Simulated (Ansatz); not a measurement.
CH$_{7}$FSi$_{2}$, SMILES `C[SiH2][SiH2]F` at its PBE0-D4/def2-TZVP geometry, where that method's forces vanish. Total charge 0; spin multiplicity 1.

```xyz
11

C    -1.0069    1.1777   -0.7992
Si    0.6364    0.3254   -0.4997
Si    0.4532   -1.3693    1.1085
F    -0.1035   -0.7479    2.4860
H    -1.3783    1.6301    0.1228
H    -0.9023    1.9654   -1.5484
H    -1.7549    0.4656   -1.1540
H     1.6641    1.3074   -0.0533
H     1.1362   -0.3163   -1.7502
H    -0.5060   -2.4262    0.6852
H     1.7620   -2.0119    1.4022
```

(1) What forces (eV/Å) does PBE-D4/def2-TZVPP give on these atoms in the Gaussian-basis code of Ansatz? (Estimate.)

Answers

(1) Ansatz gave: 
```
C1   0.020 -0.008  0.001
Si2  0.022 -0.075  0.057
Si3  0.160 -0.086 -0.421
F4  -0.214  0.238  0.524
H5  -0.074  0.085  0.170
H6   0.013  0.153 -0.142
H7  -0.144 -0.130 -0.065
H8   0.110  0.100  0.041
H9   0.057 -0.063 -0.129
H10 -0.104 -0.129 -0.059
H11  0.154 -0.085  0.024
```
